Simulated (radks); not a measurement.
Question: All-electron atom: Tb III in [Xe] 4f9. Calculated with a radial shooting solver on a logarithmic mesh with Libxc functionals: scalar-relativistic Kohn-Sham, HCTH/407, spin-polarised, spherical densities, finite nucleus; open shells are filled with parallel spins first (spin-orbit coupling, left out, can overturn this in heavy ions); Fermi nuclear charge, rms radius 5.06 fm. Some entries of the table are withheld. Estimate them.

orbital,occ.,eigenvalue (eV),r(max) (bohr),<r^2> (bohr^2)
1s up,1,-51851.39,0.01365,0.0006321
1s down,1,-51851.39,0.01365,0.0006321
2s up,1,-8615.606,0.07752,0.009891
2s down,1,-8615.538,0.07752,0.009890
2p up,3,-7661.820,0.06279,0.007984
2p down,3,-7661.772,0.06279,0.007984
3s up,1,-1923.540,0.2198,0.06548
3s down,1,-1921.387,0.2197,0.06539
3p up,3,-1629.114,0.2157,0.06567
3p down,3,-1626.964,0.2156,0.06555
3d up,5,-1245.016,0.1762,0.05500
3d down,5,-1243.369,0.1761,0.05487
4s up,1,-394.0902,0.5046,0.3307
4s down,1,-389.3407,0.5045,0.3307
4p up,3,-297.0425,0.5267,0.3738
4p down,3,-292.3215,0.5266,0.3739
4d up,5,(1),0.5462,(2)
4d down,5,(3),0.5460,(4)
5s up,1,-62.8423,1.176,1.943
5s down,1,-60.2889,1.189,2.004
5p up,3,-39.7356,1.338,(5)
5p down,3,-37.9349,1.359,(6)
4f up,7,-19.2178,0.5532,0.9941
4f down,2,-15.0468,0.5558,1.175

Answer: 
(1) 4d up eigenvalue (eV): -163.6975
(2) 4d up <r^2> (bohr^2): 0.4500
(3) 4d down eigenvalue (eV): -158.9768
(4) 4d down <r^2> (bohr^2): 0.4512
(5) 5p up <r^2> (bohr^2): 2.696
(6) 5p down <r^2> (bohr^2): 2.816
